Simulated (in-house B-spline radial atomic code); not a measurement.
RPA and G0W0 on B3LYP (VWN-RPA): Ga⁸⁺

Configuration [Ar] 3d5, highest spin, mean-field start B3LYP (VWN-RPA). Computed with a B-spline radial code for spherical atoms: all electrons, non-relativistic, point nucleus, each spin shell either full or empty, empty states to l = 9 with an (l + 1/2)⁻⁴ tail; G0W0 by contour deformation at full frequency.

Command:
```bash
python run_gw.py task.json out
```
Settings (radii: box in bohr, nucleus in fm):
```
Z                        31
electrons                23
configuration            [Ar] 3d5
hamiltonian              nr
method                   b3lyp
lmax                     9
spin_polarised           True
box_radius               7.7
intervals                49
```

Time taken, with all properties: 1.9 s on 1 thread of Arm Neoverse V1 (shared host).

Energies (hartree):

| term | value |
| --- | --- |
| mean-field total | -1901.55020 |
| Hartree-Fock functional on these orbitals | -1900.51603 |
| direct second order | -1.7388 |
| second-order exchange | 0.56649 |
| SOSEX correction | 0.53277 |

**Question.** What is the RPA correlation energy, and what remains with SOSEX?

**Answer.** RPA gives -1.578 hartree (-1.87 eV per electron); RPA + SOSEX gives -1.0452, and the second-order doubles -1.1723 hartree (no singles). SOSEX takes back 34 % of the RPA value.

Quasi-particle levels (eV):

```json
{"level": "3d up", "occupied": "yes", "mean field": "-199.54", "Σx - vxc": "-14.86", "Σc": "?", "QP weight": "?", "G0W0": "?"}
{"level": "3p down", "occupied": "yes", "mean field": "-270.34", "Σx - vxc": "-12.34", "Σc": "0.03", "QP weight": "0.970", "G0W0": "-282.64"}
{"level": "3s down", "occupied": "yes", "mean field": "-318.73", "Σx - vxc": "-20.39", "Σc": "8.23", "QP weight": "0.853", "G0W0": "-330.89"}
{"level": "3d down", "occupied": "no", "mean field": "-182.93", "Σx - vxc": "17.05", "Σc": "-5.53", "QP weight": "0.975", "G0W0": "-171.41"}
```

G0W0 = mean field + (Σx - vxc) + Σc, with Σc (partial-wave tail included) taken at the quasi-particle energy. Only the outer levels were computed. Levels of low weight are left out.

**Question.** Where does G0W0 put 3d up?

**Answer.** At -212.77 eV, with Σc = 1.63 eV and a quasi-particle weight of 0.973. The tabulated removal energy is 211 ± 2.2 eV (NIST, tabulated theory); the calculation leaves out relativity, Breit and QED terms, and what these don't explain is the method's own error.
